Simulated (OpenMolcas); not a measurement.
A calculation on Xe⁵⁺.

```json
{"Program": "OpenMolcas 26.06", "Method": "SS-RASPT2, IPEA 0.25 Eh, imaginary shift 0.1 Eh (closed shells correlated: 4d)", "Basis": "ANO-RCC-VTZP [7s6p4d2f1g]", "Scalar Hamiltonian": "DKH2, point nucleus", "Active space": "3 electrons in 9 orbitals (RAS2 5s 5p; RAS3 5d, at most 2 electrons)", "State averaging": "2S+1 = 4 odd, 1 root; 2S+1 = 2 odd, 11 roots; 2S+1 = 4 even, 3 roots; 2S+1 = 2 even, 9 roots", "Spin-orbit coupling": "state interaction with AMFI integrals over the reference wave functions, term energies averaged over their components"}
```

Which level of the active space comes out lowest?

5s² 5p ²P°_1/2, with 100 % of that term; it is also the measured ground level.

How high does 5s 5p² ⁴P_3/2 lie?

98970 cm⁻¹ above the lowest level; measured 100378 cm⁻¹ above the ground level, so the calculation is off by -1 %.

How high does 5s 5p² ²P_3/2 lie?

155840 cm⁻¹ above the lowest level; measured 159112 cm⁻¹ above the ground level, so the calculation is off by -2 %.

How high does 5s 5p² ²S_1/2 [67 %] lie?

155670 cm⁻¹ above the lowest level; measured 157996 cm⁻¹ above the ground level, so the calculation is off by -1 %.

Measured values: Saloman, J. Phys. Chem. Ref. Data 33, 765 (2004).

Active for correlation alone: 5d; no level in the range computed is led by a configuration that fills it, so any true level of that kind is missing. Measured partners are found by configuration, term and J. A level has none where our copy of the source lacks it or the pairing is in doubt (some pairs that miss far off the trend of their configuration count as doubtful), and it then counts in no deviation. Only configurations of the active space appear.

A share in square brackets marks a mixed level and gives the weight of the term that names it. ° marks odd parity.
